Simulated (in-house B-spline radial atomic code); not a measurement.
Radial electron density of Cr, [Ar] 3d5 5f1. Computed with a B-spline radial code for spherical atoms: non-relativistic LDA PW92, spin-polarised, spherical fractional occupations, point nucleus.

Columns: r (bohr), 4πr²n(r) (electrons per bohr), bar.

```
  0.0029   0.8526 #
 0.00372    1.349 ##
 0.00478    2.117 ###
 0.00613    3.263 #####
 0.00786    4.938 #######
  0.0101    7.325 ##########
  0.0129    10.45 ###############
  0.0166    14.51 ####################
  0.0213    19.11 ###########################
  0.0274    23.72 #################################
  0.0351     27.2 ######################################
  0.0451    28.52 ########################################
  0.0578    27.14 ######################################
  0.0742    24.06 ##################################
  0.0952    21.92 ###############################
   0.122     23.3 #################################
   0.157    27.92 #######################################
   0.201    31.16 ############################################
   0.258    28.19 ########################################
   0.331    19.53 ############################
   0.425    11.95 #################
   0.546    10.73 ###############
     0.7    12.98 ##################
   0.899    12.72 ##################
    1.15    8.977 #############
    1.48    4.669 #######
     1.9    2.011 ###
    2.44   0.7923 #
    3.13   0.2838 
    4.01  0.08075 
    5.15  0.01733 
    6.61 0.008728 
    8.48   0.0165 
    10.9  0.02531 
      14  0.01781 
    17.9 0.001596 
      23  0.00893 
    29.5  0.05125 
    37.9  0.03626 
    48.6 0.003081 
    62.4 3.754e-05 
      80 9.188e-08 
     103 3.105e-11
```

On this grid the curve has 5 maxima, near 0.0451, 0.201, 0.7, 10.9, 29.5 bohr.

The 3d up radial function P(r) = rR(r), positive near the nucleus:

```csv
r (bohr),P
0.0274,0.001606
0.0451,0.006275
0.0742,0.0227
0.122,0.07317
0.201,0.2012
0.331,0.4417
0.546,0.7228
0.899,0.8234
1.48,0.6561
2.44,0.3696
4.01,0.1261
6.61,0.01792
```
